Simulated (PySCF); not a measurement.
# Electron correlation in Pd²⁺ (palladium, charge +2)

[Kr] 4d8, high-spin 3F determinant. All numbers are calculated (PySCF 2.14, scalar relativity through the core potential, in aug-cc-pwCVDZ-PP with ECP28MDF (6s6p5d3f, 70 functions)). Frozen: 4s2 4p6; 8 electrons correlated.

| level | correlation energy (mhartree) |
| --- | --- |
| CCSD | -203.39 |
| (T) | -3.52 |
| CCSD(T) | -206.91 |

Diagnostics: T1 = 0.0012, D1 = 0.0017, largest double amplitude 0.014.

Question: Is a single reference adequate?

Answer: Yes, within this model without spin-orbit coupling: T1 lies below 0.03 and no double amplitude reaches 0.07.
